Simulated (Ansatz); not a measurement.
Reaction (redistribution): `[SiH3][O][Al]([Cl])[Cl]` + `CC[O][In]([F])[F]` → `CC[O][Al]([Cl])[Cl]` + `[F][In]([F])[O][SiH3]`

Calculated with Ansatz (gas phase, PBE0-D4/def2-TZVP geometries, no zero-point term in ΔE). CBS: MP2 limit from def2 TZ/QZ plus the TZ coupled-cluster correction, frozen cores. DFT in def2-TZVPP. Elements past krypton have def2 core potentials. For In outer-core shells are correlated without core-valence functions, which leaves a few kJ/mol of doubt a bond. One conformer a species, not always the lowest.

`[SiH3][O][Al]([Cl])[Cl]`:

Cartesian coordinates in Å:
```
Si 0.984 -0.881 -0.734
O -0.074 0.072 0.059
Al -1.158 1.036 0.863
Cl -1.982 2.691 -0.075
Cl -1.700 0.599 2.815
H 0.881 -2.274 -0.229
H 2.364 -0.379 -0.511
H 0.684 -0.864 -2.188
```

`CC[O][In]([F])[F]`:

Cartesian coordinates in Å:
```
C 1.226 -0.283 0.481
C -0.089 0.024 1.159
O -1.218 -0.352 0.390
In -1.369 0.178 -1.486
F -0.176 1.436 -2.354
F -2.771 -0.479 -2.632
H 2.069 -0.029 1.129
H 1.341 0.304 -0.439
H 1.294 -1.346 0.237
H -0.169 -0.542 2.094
H -0.138 1.089 1.420
```

`CC[O][Al]([Cl])[Cl]`:

```xyz
11

C    -0.668    0.591    1.380
C    -0.260   -0.620    0.576
O     0.840   -0.325   -0.253
Al    1.062   -0.077   -1.885
Cl   -0.532   -0.242   -3.212
Cl    2.952    0.395   -2.590
H    -1.487    0.339    2.059
H    -1.007    1.398    0.725
H     0.172    0.959    1.972
H     0.037   -1.434    1.247
H    -1.108   -0.981   -0.019
```

`[F][In]([F])[O][SiH3]`:

```xyz
8

F     1.766   -1.940   -1.165
In    1.746   -0.530    0.149
F     3.393   -0.194    1.080
O     0.144    0.502    0.522
Si   -1.405    0.529   -0.026
H    -2.042   -0.809    0.116
H    -1.451    0.921   -1.461
H    -2.153    1.522    0.784
```

```tsv
level	ΔE (kJ/mol)	difference from CCSD(T)/CBS
r2SCAN-D4	15.4	2.2
B97M-V	15.4	2.2
PBE0-D4	12.6	-0.6
PBE-QIDH	10.3	-2.9
revPBE	13.0	-0.2
r2SCAN0	12.4	-0.8
CCSD/def2-SVP	9.1	-4.1
CCSD/def2-TZVPP	10.0	-3.2
HF/CBS(def2)	3.3	-9.9
MP2/CBS(def2)	12.6	-0.6
CCSD(T)/CBS	13.2	0
```

Largest T1 diagnostic among the species: 0.017.

From PBE to PBE0 (25 % exact exchange), in def2-TZVPP and without D4, ΔE moves by −3.0 kJ/mol. In def2-TZVPP, CCSD(T) changes the Hartree–Fock value by +7.9 kJ/mol (the triples alone add +1.3 kJ/mol) and MP2 by +7.3 kJ/mol.
